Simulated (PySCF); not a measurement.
How methods differ on the excitation energy of P

P [Ne] 3s2 3p3 (4S) → P [Ne] 3s1 3p3 3d1 (6D), as a difference of total energies. Calculation: PySCF 2.14, in dyall-acv3z (19s12p6d4f, 113 functions); scalar relativity by spin-free X2C-1e. Correlated levels: valence: [Ne] frozen; virtual orbitals above 40 to 60 times the deepest correlated orbital energy dropped. The calculations carry no spin-orbit coupling.

```csv
method,excitation energy (eV)
UHF,12.410
MP2 (valence),13.936
SCS-MP2 (valence),14.397
CCSD (valence),14.133
CCSD(T) (valence),14.229
```

**Question.** How much does correlation contribute at CCSD(T) (valence)?

**Answer.** 14.229 − (12.410) = 1.819 eV, measured against UHF.

The upper state lies above the first ionisation limit, but in LS coupling its spin forbids autoionisation to the ground ion.

The promoted electron is Rydberg-like, and one or two diffuse shells describe it only roughly, which tends to raise the upper state.
